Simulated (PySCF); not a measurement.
Isomers of C7H6N2, mass 118.053 u with the commonest isotopes. Method: PySCF, PBE0-D3(BJ)/def2-SVP geometry optimisation, gas phase. One conformer each, none proved a minimum here; rigid rotors.

Problem. Order these by dipole moment, largest first.
A. `[CH2:1]=[N:2][C:3]1=[C:4]([C:5]#[N:6])[CH:7]=[CH:8][CH2:9]1` with C1–N2–C3–C4 -49°
B. `C1=CC=C2NN=CC2=C1`
C. `Cc1cccc(C#N)n1` (6-methylpyridine-2-carbonitrile)

Solution. C (5.71 D), A (3.97 D), B (1.73 D).

Problem. Order these by rotational constant C, largest first.
A. `[CH2:1]=[N:2][C:3]1=[C:4]([C:5]#[N:6])[CH:7]=[CH:8][CH2:9]1` with C1–N2–C3–C4 -49°
B. `Cc1cccc(C#N)n1` (6-methylpyridine-2-carbonitrile)
C. `c1ccc2[nH]ncc2c1`

Solution. C (1162 MHz), A (1017 MHz), B (921.6 MHz).

Problem. Order these by radius of gyration √(Σ m r²/M), largest first.
A. `[CH2:1]=[N:2][C:3]1=[C:4]([C:5]#[N:6])[CH:7]=[CH:8][CH2:9]1` with C1–N2–C3–C4 -49°
B. `c1cccc2cn[nH]c12`
C. 6-methylpyridine-2-carbonitrile, `Cc1cccc(C#N)n1`

Solution. C (2.158 Å), A (2.065 Å), B (1.920 Å).

```json
{"SMILES": "Cc1cccc(C#N)n1", "point group": "Cs", "Ia (u·Å²)": "153.94", "Ib (u·Å²)": "397.58", "Ic (u·Å²)": "548.35", "κ": "-0.70", "μa (D)": "4.93", "μb (D)": "2.89", "μc (D)": "0.00"}
{"SMILES": "c1ccc2[nH]ncc2c1", "point group": "Cs", "Ia (u·Å²)": "126.46", "Ib (u·Å²)": "308.65", "Ic (u·Å²)": "435.11", "κ": "-0.66", "μa (D)": "1.19", "μb (D)": "1.25", "μc (D)": "0.00"}
{"SMILES": "C=NC1=C(C#N)C=CC1", "point group": "C1", "Ia (u·Å²)": "217.78", "Ib (u·Å²)": "292.22", "Ic (u·Å²)": "497.15", "κ": "0.09", "μa (D)": "3.07", "μb (D)": "2.26", "μc (D)": "1.13"}
```
